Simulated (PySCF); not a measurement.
SMILES C[O][Ga]([SH])[SH], singlet, PBE0/def2-SVP optimised geometry.

```
10

Ga     0.06     0.80     0.00
O     -0.80    -0.75     0.00
C     -0.20    -2.01    -0.01
H      0.91    -1.98     0.00
H     -0.51    -2.59     0.88
H     -0.51    -2.58    -0.90
S     -1.20     2.59     0.00
H     -2.33     1.84     0.00
S      2.26     0.80     0.00
H      2.33     2.15     0.00
```

Density from PBE0/def2-TZVP (PySCF 2.14.0) at that geometry.

Minimum of the electron density along straight lines between bonded atoms, close to the bond critical point (lines longer than 1.1 times the sum of covalent radii, or with two minima, are not listed):

```json
[
 {"bond": "Ga1–O2", "length / Å": "1.777", "ρ at the minimum / e bohr⁻³": "0.137", "∇²ρ there / e bohr⁻⁵": "0.74", "position (fraction from the first atom)": "0.48"},
 {"bond": "O2–C3", "length / Å": "1.398", "ρ at the minimum / e bohr⁻³": "0.266", "∇²ρ there / e bohr⁻⁵": "-0.56", "position (fraction from the first atom)": "0.65"},
 {"bond": "C3–H4", "length / Å": "1.107", "ρ at the minimum / e bohr⁻³": "0.274", "∇²ρ there / e bohr⁻⁵": "-0.93", "position (fraction from the first atom)": "0.64"},
 {"bond": "C3–H5", "length / Å": "1.105", "ρ at the minimum / e bohr⁻³": "0.277", "∇²ρ there / e bohr⁻⁵": "-0.95", "position (fraction from the first atom)": "0.65"},
 {"bond": "C3–H6", "length / Å": "1.105", "ρ at the minimum / e bohr⁻³": "0.277", "∇²ρ there / e bohr⁻⁵": "-0.95", "position (fraction from the first atom)": "0.65"},
 {"bond": "Ga1–S7", "length / Å": "2.192", "ρ at the minimum / e bohr⁻³": "0.098", "∇²ρ there / e bohr⁻⁵": "?", "position (fraction from the first atom)": "0.44"},
 {"bond": "S7–H8", "length / Å": "1.353", "ρ at the minimum / e bohr⁻³": "0.209", "∇²ρ there / e bohr⁻⁵": "-0.58", "position (fraction from the first atom)": "0.65"},
 {"bond": "Ga1–S9", "length / Å": "2.201", "ρ at the minimum / e bohr⁻³": "0.097", "∇²ρ there / e bohr⁻⁵": "?", "position (fraction from the first atom)": "0.44"},
 {"bond": "S9–H10", "length / Å": "1.351", "ρ at the minimum / e bohr⁻³": "0.210", "∇²ρ there / e bohr⁻⁵": "-0.58", "position (fraction from the first atom)": "0.65"}
]
```

### Question
Some entries are withheld; supply them.

### Answer

- Ga1–S7, ∇²ρ there / e bohr⁻⁵: 0.15
- Ga1–S9, ∇²ρ there / e bohr⁻⁵: 0.16
